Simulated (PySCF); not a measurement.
SMILES COc1ccccc1S (C7H8OS), singlet, GFN2-xTB optimised geometry.

```
17

C     -2.39    -1.78     0.00
O     -0.98    -1.73     0.00
C     -0.37    -0.50     0.00
C     -1.04     0.71     0.00
C     -0.33     1.91     0.00
C      1.05     1.90     0.00
C      1.73     0.69     0.00
C      1.03    -0.50     0.00
S      1.94    -2.02     0.00
H     -2.64    -2.84     0.00
H     -2.81    -1.31    -0.89
H     -2.80    -1.31     0.90
H     -2.12     0.74     0.00
H     -0.87     2.84     0.00
H      1.60     2.83     0.00
H      2.81     0.67     0.00
H      0.86    -2.80     0.01
```

Density from B3LYP/def2-SVP run with PySCF at that geometry.

Minimum of the electron density along straight lines between bonded atoms, close to the bond critical point (lines longer than 1.1 times the sum of covalent radii, or with two minima, are not listed):

```
bond    length / Å  ρ at the minimum / e bohr⁻³  ∇²ρ there / e bohr⁻⁵  position (fraction from the first atom)
------  ----------  ---------------------------  --------------------  ---------------------------------------
C1–O2        1.406                        0.255                 -0.33                                     0.34
O2–C3        1.370                        0.279                 -0.32                                     0.66
C3–C4        1.387                        0.313                 -0.80                                     0.52
C4–C5        1.387                        0.311                 -0.79                                     0.51
C5–C6        1.382                        0.315                 -0.82                                     0.50
C6–C7        1.384                        0.313                 -0.81                                     0.50
C3–C8        1.403                        0.306                 -0.78                                     0.51
C7–C8        1.385                        0.313                 -0.80                                     0.49
C8–S9        1.767                        0.197                 -0.41                                     0.48
C1–H10       1.089                        0.285                 -1.11                                     0.64
C1–H11       1.094                        0.281                 -1.07                                     0.64
C1–H12       1.094                        0.281                 -1.07                                     0.64
C4–H13       1.079                        0.283                 -1.07                                     0.63
C5–H14       1.079                        0.284                 -1.08                                     0.63
C6–H15       1.079                        0.284                 -1.08                                     0.63
C7–H16       1.079                        0.285                 -1.09                                     0.63
S9–H17       1.328                        0.223                 -0.27                                     0.49
```
